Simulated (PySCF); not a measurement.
Compound: C6H8BF3O3.
Atom-mapped SMILES: `[CH3:1][O:2][C:3]1=[C:4]([CH2:5][C:6]([F:7])([F:8])[F:9])[O:10][BH2-:11][O+:12]=[CH:13]1`

Geometry (PBE0-D3(BJ)/def2-SVP, Å), atoms numbered from 1 in this order:
```
atom  x, y, z in Å
C1     2.3025   -1.3126    0.4268
O2     1.3765   -0.8068   -0.4983
C3     0.7228    0.3382   -0.1821
C4    -0.6345    0.4343   -0.5487
C5    -1.3742   -0.7736   -1.0346
C6    -1.8550   -1.6593    0.0973
F7    -2.6632   -0.9973    0.9230
F8    -2.5262   -2.7033   -0.3883
F9    -0.8402   -2.1363    0.8268
O10   -1.2948    1.5080   -0.4001
B11   -0.5133    2.7964   -0.1013
O12    0.5295    2.3961    0.9290
C13    1.1661    1.3113    0.7140
H14    2.5924   -2.3096    0.0725
H15    3.2109   -0.6869    0.4867
H16    1.8557   -1.4041    1.4326
H17   -2.2578   -0.4467   -1.5977
H18   -0.7212   -1.3796   -1.6757
H19    0.0691    3.1074   -1.1337
H20   -1.2689    3.6093    0.3781
H21    2.0466    1.1388    1.3481
```

Probes without a nucleus sit at each ring's centroid and 1 Å off its mean plane on both sides; NICS is minus the shielding there, NICSzz its component along the normal. Level: GIAO KT2/pcSseg-1 (PySCF, non-relativistic, gas phase) on the PBE0-D3(BJ)/def2-SVP geometry, one conformer.

Ring bond lengths (Å): C3–C4 1.409, C4–O10 1.269, O10–B11 1.536, B11–O12 1.520, O12–C13 1.276, C13–C3 1.395.

Task: What do the NICS probes read (ppm)?

Result: 
```tsv
ring	type	NICS(0)	NICS(1), two faces	NICS(1)zz, two faces	rms pucker (Å)	centre to ring atoms, mean (Å)
C3–C4–O10–B11–O12–C13	6-membered ring with B and 2 O; formal bonds 2 double, 4 single	-0.4	-2.7 / -1.6	1.4 / 1.9	0.19	1.38
```

Task: What do they say, and how far can they be read as aromaticity?

Result: 
- C3–C4–O10–B11–O12–C13: mean NICS(1)zz 1.6 ppm, near zero. B11 has four or more neighbours; no verdict on aromaticity is drawn. A hydrogen on B11, outside the ring, lies only 1.45 Å from a NICS(1) probe, which then mostly feels that atom.

Task: What is the mean of the two in-plane components of NICS at the second NICS(1) probe listed for ring C3–C4–O10–B11–O12–C13, 1 Å off the ring?

Result: The isotropic value is a third of the trace: (3 × -1.6 − (1.9))/2 = -3.4 ppm.

Task: Give the inner angles of the rings.

Result: 
- C3–C4–O10–B11–O12–C13: C3 115.2°, C4 121.9°, O10 117.9°, B11 105.1°, O12 116.9°, C13 122.9°; sum 699.8° against 720° for a flat convex ring.

Task: How do the values depend on the level or the medium?

Result: 
```json
{"level": "KT2/pcSseg-1, gas", "NICS(0), C3–C4–O10–B11–O12–C13": "-0.4", "mean NICS(1)zz, C3–C4–O10–B11–O12–C13": "1.6"}
{"level": "PBE0/pcSseg-1, gas", "NICS(0), C3–C4–O10–B11–O12–C13": "-0.3", "mean NICS(1)zz, C3–C4–O10–B11–O12–C13": "1.2"}
```

The geometry is the same throughout.

On 2 threads, INTEL XEON PLATINUM 8581C at 2.10 GHz (x86_64), shared host, this took 43 s wall, 99 s CPU and 1.7 GiB of memory at its peak. This is the whole shielding run at KT2/pcSseg-1, SCF included.
